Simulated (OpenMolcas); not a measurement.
An OpenMolcas run meant for Er3+ (ANO-R2, X2C; inactive shells 1s 2s 2p 3s 3p 3d 4s 4p 4d 5s 5p; intended active space 11 electrons in 7 orbitals (4f)). One step of its input:

```
&CASPT2
Multistate=21 1 2 3 4 5 6 7 8 9 10 11 12 13 14 15 16 17 18 19 20 21
Frozen=14 9
IPEA=0.25
Shift=1.5
MaxIter=60
WThr=0.0 0.3 0.05
PrWF=0.5
NoMix
```

The run finished. Its levels beside those of a sound run (SS-CASPT2, IPEA 0.25 Eh, imaginary shift 0.1 Eh (closed shells correlated: 5s 5p)), in eV above each run's lowest level:

```tsv
Level	This run	Usual run
4f11 4I* 15/2	0.0000	0.0000
4f11 4I* 13/2	0.8216	0.8219
4f11 4I* 11/2	1.3160	1.3143
4f11 4I* 9/2 [62 %]	1.5899	1.5833
4f11 4F* 9/2 [64 %]	2.1022	2.0805
4f11 2H* 11/2	2.8009	2.7870
4f11 4F* 7/2	2.8258	2.7982
```

Question: Which setting is unsound, and how much does it matter here?

Answer: The level shift is far above the usual 0.1 to 0.3 hartree and damps the second-order energy. Against the sound run the excited levels shown move by 96 cm-1 on average and by 220 cm-1 at most.

CASPT2 breaks the degeneracy within a term, and the mean is taken; among the terms shown or strongly mixed into the levels shown the widest spread is 750 cm-1 (4f11 4I*, the sound run). High states are left out of the spin-orbit mixing, which shifts the levels that they would mix with. Some levels mix across a computed gap that differs much from the measured one, so their mixing is not that of the real levels. Some terms miss by over 15 % even with CASPT2, which points to a basis or an active space too small for the shells correlated. Only configurations of the active space appear.

A share in square brackets marks a mixed level and gives the weight of the term that names it, the lowest over the columns. * marks odd parity.
